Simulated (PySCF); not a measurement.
**HoO: frontier orbitals**

PBE0 at R = 1.781 Å; PySCF, spin-free X2C with a Gaussian nucleus, basis sets Ho x2c-SVPall, O x2c-SVPall. State: sextet, about 10.1 electrons in the 4f shell (Mulliken), real f orbitals that mix terms, a second solution, started from another occupation. Only the outer orbitals are listed, counted within each symmetry.

```
spin  orbital  occ.  ε (eV)  on Ho (%)          main shells (%)
   α       8π     1   -7.48         26          74 O p, 21 Ho d
   α       8π     1   -7.46         25          74 O p, 21 Ho d
   α      15σ     1   -7.05         29          69 O p, 20 Ho d
   α      16σ     1   -4.69        100          83 Ho s, 9 Ho d
   α       4δ     0   -1.00        100                 100 Ho d
   α       4δ     0   -0.96        100                 100 Ho d
   α       9π     0   -0.82         98         70 Ho p, 28 Ho d
   β       1φ     1  -10.04         99                  99 Ho f
   β      14σ     1   -9.98         91                  90 Ho f
   β       3δ     1   -9.84        100                 100 Ho f
   β       7π     1   -7.64         23          77 O p, 17 Ho d
   β       7π     1   -7.61         24          76 O p, 16 Ho d
   β      15σ     1   -6.83         33  66 O p, 17 Ho d, 9 Ho f
   β      16σ     0   -2.31        100                  86 Ho s
   β       3δ     0   -1.20        100                  99 Ho f
   β       8π     0   -1.17         99                  94 Ho f
```

Q: Which are the highest filled and the lowest empty level, where do they sit, and how wide is the gap?

A: Highest filled α 16σ at -4.69 eV (in %: 83 Ho s, 9 Ho d); lowest empty β 16σ at -2.31 eV (in %: 86 Ho s); the gap at PBE0 is 2.38 eV.

```json
{
 "bond order (Mayer)": "2.35",
 "⟨S²⟩": "8.757",
 "charge on Ho (Mulliken, basis-dependent)": "0.42",
 "charge on Ho (Löwdin, basis-dependent)": "0.20",
 "dipole moment (positive dipole means Ho(−)O(+))": "-4.71 D"
}
```

Spin–orbit coupling is left out.
